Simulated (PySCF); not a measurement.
# Polarisability and C₆ of Pt²⁺ (platinum, charge +2)

[Xe] 4f14 5d8, high-spin 3F determinant. Calculation: PySCF 2.14, in def2-QZVPPD with the def2 core potential (60 electrons); scalar relativity through the core potential. Coupled (time-dependent) response in atomic units; α is the mean over directions.

| method | mean α (bohr³) | C₆ (like pair) | S(−4) |
| --- | --- | --- | --- |
| PBEsol | 9.728 | 63.78 | 21.73 |
| TPSSh | 9.508 | 62.28 | 20.21 |

S(−4) is the Cauchy moment in α(ω) = α(0) + S(−4) ω² + …

Spin-orbit coupling is absent.

α(iu) at TPSSh:

```csv
u (hartree),α(iu) (bohr³)
0,9.508
0.0500,9.458
0.100,9.313
0.200,8.804
0.300,8.135
0.500,6.776
0.750,5.395
1.00,4.365
1.50,2.989
2.00,2.151
3.00,1.243
5.00,0.5503
```

A single London oscillator, α(iu) = α/(1 + u²/ω²), gives C₆ = (3/4) ω α². Matching the computed C₆ needs ω = 4 × 62.28 / (3 × 9.508²) = 0.919 hartree.

For an ion, C₆ is the dispersion term alone; charge-induced terms of lower order in 1/R come first.

Energies and moments cover only the electrons outside the core potential. Spin-orbit coupling, absent here, splits the open shell strongly.
